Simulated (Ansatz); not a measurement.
`OC(F)[SiH3]` + H₂ → SiH₄ + `OCF` at 500 K and 1 bar (hydrogenolysis of the Si–C bond).

Gas-phase electronic energies from Ansatz, PBE0-D4/def2-TZVP geometries. CBS: MP2 limit from def2 TZ/QZ plus the TZ coupled-cluster correction, frozen cores. This one scheme is used for every species. One conformer a species, not always the lowest.

```tsv
species	CCSD(T)/CBS energy (Eh)	H − E (kJ/mol)	S (J/(mol·K))
`OC(F)[SiH3]`	-505.08050	194.4	366.3
H₂	-1.17544	41.0	145.5
SiH₄	-291.46306	102.4	230.9
`OCF`	-214.81254	142.5	286.9
```

H − E and S are ideal-gas, rigid-rotor, harmonic terms from PBE0-D4/def2-TZVP, for one conformer and one mirror image of each species. For small species the MP2-based limit differs from directly extrapolated CCSD(T) by up to some mEh (0.8 for H₂); such offsets cancel only in part. 1 Eh = 2625.50 kJ/mol, R = 8.31446 J/(mol·K).

Problem. By hand: ΔE, ΔH, ΔS and ΔG.

Solution. ΔE = (-291.46306) + (-214.81254) − (-505.08050) − (-1.17544) = -0.01966 Eh = -51.6 kJ/mol. Δ(H − E) = 102.4 + 142.5 − 194.4 − 41.0 = 9.5, so ΔH = -42.1 kJ/mol. ΔS = 230.9 + 286.9 − 366.3 − 145.5 = 6.0 J/(mol·K). ΔG = -42.1 − 500 × (6.0)/1000 = -45.1 kJ/mol.

Problem. By hand: the equilibrium constant, and the temperature at which ΔG would vanish if ΔH and ΔS stayed fixed.

Solution. log₁₀ K = −ΔG/(RT ln 10) = 4.7. ΔH and −TΔS have one sign here, so there is no such temperature.

The number of gas molecules stays the same, so ΔS is small and ΔH decides. A doubt of 5 kJ/mol in ΔE shifts log₁₀ K by 0.5 here. Other conformers and mirror images would add mixing entropy, several J/(mol·K) or more a flexible species. These are equilibria of isolated gas molecules and say nothing of rates. Largest T1 diagnostic: 0.012 (customary marks: 0.02 for closed shells, 0.045 for open ones).

ΔS is within the doubt of such terms, so its sign, and with it that verdict, could turn.
